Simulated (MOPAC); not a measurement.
Job for MOPAC: AM1 on BClH2OSe (SMILES OB(Cl)[SeH]), a point of a torsion scan.

```
AM1 1SCF PRECISE CHARGE=0 THREADS=1
BClH2OSe

O     -1.04031602 1    -0.85884487 1     0.00585477 1
B     -0.59569104 1     0.14788889 1     0.75410946 1
Cl     1.06474296 1     0.19211015 1     1.21656500 1
Se    -1.62708613 1     1.77351088 1     1.10101864 1
H     -1.82813835 1    -1.37045068 1     0.16910882 1
H     -2.85731933 1     1.35555318 1     0.46773329 1
```

Output:

```
*******************************************************************************
 **                                                                           **
 **                              MOPAC v23.2.5                                **
 **                                                                           **
 *******************************************************************************
 ** MOPAC's Digital Object Identifier: https://doi.org/10.5281/zenodo.6511958 **
 **                                                                           **
 ** Please cite the open-source release paper for use of this MOPAC version:  **
 ** J. E. Moussa and J. J. P. Stewart (2026)                                  **
 ** MOPAC: An open-source semiempirical molecular orbital program             **
 ** J. Open Source Softw., 11(119), 8025, https://doi.org/10.21105/joss.08025 **
 *******************************************************************************

                              AM1 CALCULATION RESULTS

 *******************************************************************************
 *  AM1        - The AM1 Hamiltonian to be used
 *
 *
 *
 *                 CHARGE ON SYSTEM = 0
 *
 *
 *
 *  PRECISE    - TIGHTER CRITERIA TO BE USED
 *  1SCF       - DO 1 SCF AND THEN STOP
 *  THREADS=1  - MULTI-THREADING NOT USED
 *  T=         - A TIME OF 172800.0 SECONDS REQUESTED
 *  DUMP=N     - RESTART FILE WRITTEN EVERY 7200.0 SECONDS REQUESTED
 *******************************************************************************
AM1 1SCF PRECISE CHARGE=0 THREADS=1
 BClH2OSe

   ATOM   CHEMICAL          X               Y               Z
  NUMBER   SYMBOL      (ANGSTROMS)     (ANGSTROMS)     (ANGSTROMS)

     1       O         -1.04031602  *  -0.85884487  *   0.00585477  *
     2       B         -0.59569104  *   0.14788889  *   0.75410946  *
     3      Cl          1.06474296  *   0.19211015  *   1.21656500  *
     4      Se         -1.62708613  *   1.77351088  *   1.10101864  *
     5       H         -1.82813835  *  -1.37045068  *   0.16910882  *
     6       H         -2.85731933  *   1.35555318  *   0.46773329  *



          CARTESIAN COORDINATES

    NO.       ATOM           X           Y           Z

     1         O         -1.0403     -0.8588      0.0059
     2         B         -0.5957      0.1479      0.7541
     3        Cl          1.0647      0.1921      1.2166
     4        Se         -1.6271      1.7735      1.1010
     5         H         -1.8281     -1.3705      0.1691
     6         H         -2.8573      1.3556      0.4677

  H: (AM1): M.J.S. DEWAR ET AL, J. AM. CHEM. SOC. 107 3902-3909 (1985)
  B: (AM1): M.J.S. DEWAR ET AL, ORGANOMETALLICS, 7, 513-521 (1988)
  O: (AM1): M.J.S. DEWAR ET AL, J. AM. CHEM. SOC. 107 3902-3909 (1985)
 Cl: (AM1): M.J.S. DEWAR AND E. G. ZOEBISCH, THEOCHEM, 180, 1 (1988).
 Se: (AM1): J. J. P. STEWART, J. MOL. MOD., 10, 155-164 (2004)

           Empirical Formula: H2 O B Cl Se  =     6 atoms



      MOLECULAR POINT GROUP   :   C1


      RHF CALCULATION, NO. OF DOUBLY OCCUPIED LEVELS = 12


 -------------------------------------------------------------------------------
 AM1 1SCF PRECISE CHARGE=0 THREADS=1
 BClH2OSe



     1SCF WAS SPECIFIED, SO BFGS WAS NOT USED
     SCF FIELD WAS ACHIEVED


                              AM1 CALCULATION
                                                       MOPAC v23.2.5 Linux




          FINAL HEAT OF FORMATION =        -90.13578 KCAL/MOL =    -377.12811 KJ/MOL


          COSMO AREA              =        115.60 SQUARE ANGSTROMS
          COSMO VOLUME            =        102.32 CUBIC ANGSTROMS

          IONIZATION POTENTIAL    =          8.281384 EV
          HOMO LUMO ENERGIES (EV) =         -8.281 -0.912
          NO. OF FILLED LEVELS    =         12
          MOLECULAR WEIGHT        =        143.2382         POINT GROUP:  C1

          MOLECULAR DIMENSIONS (Angstroms)

            Atom       Atom       Distance
            H     6   Cl     3     4.15896
           Se     4    H     5     3.24357
           Se     4    O     1     0.48578


          SCF CALCULATIONS        =          1





   ATOM   CHEMICAL          X               Y               Z
  NUMBER   SYMBOL      (ANGSTROMS)     (ANGSTROMS)     (ANGSTROMS)

     1       O         -1.04031602  *  -0.85884487  *   0.00585477  *
     2       B         -0.59569104  *   0.14788889  *   0.75410946  *
     3      Cl          1.06474296  *   0.19211015  *   1.21656500  *
     4      Se         -1.62708613  *   1.77351088  *   1.10101864  *
     5       H         -1.82813835  *  -1.37045068  *   0.16910882  *
     6       H         -2.85731933  *   1.35555318  *   0.46773329  *

                             CARTESIAN COORDINATES

   1    O       -1.040316020    -0.858844870     0.005854770
   2    B       -0.595691040     0.147888890     0.754109460
   3   Cl        1.064742960     0.192110150     1.216565000
   4   Se       -1.627086130     1.773510880     1.101018640
   5    H       -1.828138350    -1.370450680     0.169108820
   6    H       -2.857319330     1.355553180     0.467733290


           Empirical Formula: H2 O B Cl Se  =     6 atoms



      MOLECULAR POINT GROUP   :   C1


                  EIGENVALUES
 -38.44013 -37.08731 -23.36631 -20.40933 -17.60139 -15.89657 -14.99160 -12.75625
 -12.34296 -11.95734 -10.28181  -8.28138  -0.91180   0.34299   1.06704   2.69328
   3.90201   6.80450


              NET ATOMIC CHARGES AND DIPOLE CONTRIBUTIONS

  ATOM NO.   TYPE          CHARGE      No. of ELECS.   s-Pop       p-Pop
    1          O          -0.363933        6.3639     1.80007     4.56386
    2          B           0.142743        2.8573     1.23287     1.62438
    3         Cl          -0.101585        7.1016     1.97974     5.12185
    4         Se           0.073652        5.9263     1.95955     3.96680
    5          H           0.288081        0.7119     0.71192
    6          H          -0.038958        1.0390     1.03896
 DIPOLE           X         Y         Z       TOTAL
 POINT-CHG.    -1.680    -0.014     0.449     1.739
 HYBRID        -0.806    -1.141    -0.329     1.435
 SUM           -2.486    -1.154     0.120     2.744


          ATOMIC ORBITAL ELECTRON POPULATIONS

     Atom    s        px        py        pz
    1  O   1.80007   1.47783   1.51346   1.57257
    2  B   1.23287   0.63064   0.61262   0.38112
    3 Cl   1.97974   1.30035   1.96034   1.86116
    4 Se   1.95955   1.08940   1.17936   1.69804
    5  H   0.71192
    6  H   1.03896

 **********************
 *                    *
 * JOB ENDED NORMALLY *
 *                    *
 **********************




 == MOPAC DONE ==
```

The run finished.

Cost: roughly 0.03 core-seconds.
